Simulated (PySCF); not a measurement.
## Two-component Hartree-Fock for Pt³⁺ (platinum, charge +3)

Start: [Xe] 4f14 5d7; 5d3/2 filled at m_j = -3/2, -1/2, +1/2, +3/2; 5d5/2 filled at m_j = +1/2, +3/2, +5/2. Calculated with PySCF 2.14 in x2c-TZVPall-2c (11s11p10d2f, 108 functions): generalised Hartree-Fock with the X2C-1e Hamiltonian and a Gaussian nucleus; one run each with spin-orbit coupling (SO) switched off, then screened by Boettger's factors.

```json
{"spinor shell": "1s1/2", "electrons": "2", "ε, spin-free (eV)": "-78867.6", "ε, screened SO (eV)": "-78838.3", "weight of nominal j (screened SO)": "1.000", "rms radius, screened SO (bohr)": "0.0194"}
{"spinor shell": "2s1/2", "electrons": "2", "ε, spin-free (eV)": "-14034.8", "ε, screened SO (eV)": "-14025.4", "weight of nominal j (screened SO)": "1.000", "rms radius, screened SO (bohr)": "0.0782"}
{"spinor shell": "2p1/2", "electrons": "2", "ε, spin-free (eV)": "-12178.2", "ε, screened SO (eV)": "-13421.0", "weight of nominal j (screened SO)": "1.000", "rms radius, screened SO (bohr)": "0.0663"}
{"spinor shell": "2p3/2", "electrons": "4", "ε, spin-free (eV)": "-12178.2", "ε, screened SO (eV)": "-11686.4", "weight of nominal j (screened SO)": "1.000", "rms radius, screened SO (bohr)": "0.0741"}
{"spinor shell": "3s1/2", "electrons": "2", "ε, spin-free (eV)": "-3391.4", "ε, screened SO (eV)": "-3388.1", "weight of nominal j (screened SO)": "1.000", "rms radius, screened SO (bohr)": "0.200"}
{"spinor shell": "3p1/2", "electrons": "2", "ε, spin-free (eV)": "-2842.0", "ε, screened SO (eV)": "-3117.7", "weight of nominal j (screened SO)": "1.000", "rms radius, screened SO (bohr)": "0.191"}
{"spinor shell": "3p3/2", "electrons": "4", "ε, spin-free (eV)": "-2842.0", "ε, screened SO (eV)": "-2730.5", "weight of nominal j (screened SO)": "1.000", "rms radius, screened SO (bohr)": "0.207"}
{"spinor shell": "3d3/2", "electrons": "4", "ε, spin-free (eV)": "-2237.2", "ε, screened SO (eV)": "-2285.4", "weight of nominal j (screened SO)": "1.000", "rms radius, screened SO (bohr)": "0.182"}
{"spinor shell": "3d5/2", "electrons": "6", "ε, spin-free (eV)": "-2237.2", "ε, screened SO (eV)": "-2202.2", "weight of nominal j (screened SO)": "1.000", "rms radius, screened SO (bohr)": "0.186"}
{"spinor shell": "4s1/2", "electrons": "2", "ε, spin-free (eV)": "-792.66", "ε, screened SO (eV)": "-791.46", "weight of nominal j (screened SO)": "1.000", "rms radius, screened SO (bohr)": "0.441"}
{"spinor shell": "4p1/2", "electrons": "2", "ε, spin-free (eV)": "-609.41", "ε, screened SO (eV)": "-675.68", "weight of nominal j (screened SO)": "1.000", "rms radius, screened SO (bohr)": "0.447"}
{"spinor shell": "4p3/2", "electrons": "4", "ε, spin-free (eV)": "-609.41", "ε, screened SO (eV)": "-582.12", "weight of nominal j (screened SO)": "1.000", "rms radius, screened SO (bohr)": "0.480"}
{"spinor shell": "4d3/2", "electrons": "4", "ε, spin-free (eV)": "-381.90", "ε, screened SO (eV)": "-392.20", "weight of nominal j (screened SO)": "1.000", "rms radius, screened SO (bohr)": "0.496"}
{"spinor shell": "4d5/2", "electrons": "6", "ε, spin-free (eV)": "-381.90", "ε, screened SO (eV)": "-373.91", "weight of nominal j (screened SO)": "1.000", "rms radius, screened SO (bohr)": "0.508"}
{"spinor shell": "5s1/2", "electrons": "2", "ε, spin-free (eV)": "-155.24", "ε, screened SO (eV)": "-154.91", "weight of nominal j (screened SO)": "1.000", "rms radius, screened SO (bohr)": "1.02"}
{"spinor shell": "4f5/2", "electrons": "6", "ε, spin-free (eV)": "-127.16", "ε, screened SO (eV)": "-128.59", "weight of nominal j (screened SO)": "0.996", "rms radius, screened SO (bohr)": "0.563"}
{"spinor shell": "4f7/2", "electrons": "8", "ε, spin-free (eV)": "-127.16", "ε, screened SO (eV)": "-124.95", "weight of nominal j (screened SO)": "0.997", "rms radius, screened SO (bohr)": "0.564"}
{"spinor shell": "5p1/2", "electrons": "2", "ε, spin-free (eV)": "-104.17", "ε, screened SO (eV)": "-116.85", "weight of nominal j (screened SO)": "0.988", "rms radius, screened SO (bohr)": "1.11"}
{"spinor shell": "5p3/2", "electrons": "4", "ε, spin-free (eV)": "-104.17", "ε, screened SO (eV)": "-98.651", "weight of nominal j (screened SO)": "0.994", "rms radius, screened SO (bohr)": "1.20"}
{"spinor shell": "5d3/2", "electrons": "4", "ε, spin-free (eV)": "-45.801", "ε, screened SO (eV)": "-46.821", "weight of nominal j (screened SO)": "0.772", "rms radius, screened SO (bohr)": "1.56"}
{"spinor shell": "5d5/2", "electrons": "3", "ε, spin-free (eV)": "-45.801", "ε, screened SO (eV)": "-44.511", "weight of nominal j (screened SO)": "0.758", "rms radius, screened SO (bohr)": "1.61"}
```

```tsv
quantity	spin-free	screened SO
E (hartree)	-18397.62895	-18424.69197
M_J	9/2	9/2
⟨J²⟩	24.758	24.760
⟨L²⟩	12.006	13.320
⟨S²⟩	3.752	3.492
```

Each row is a mean over spinors that exchange with the open shell spreads, by up to 8.009 eV (5p3/2).

Rows whose weight is well below 1 are mixtures of j = l ± 1/2: exchange outweighs spin-orbit coupling there, and the label is only the starting occupation.

Breit and QED terms are absent; they matter most for the inner s and p1/2 levels.

Densities and radii are taken from the X2C orbitals without a picture-change correction, which distorts them close to the nucleus.

Without spin-orbit coupling the j labels of p, d and f shells carry no meaning; the spin-free column gives the mean over the occupied spinors of each nl shell.
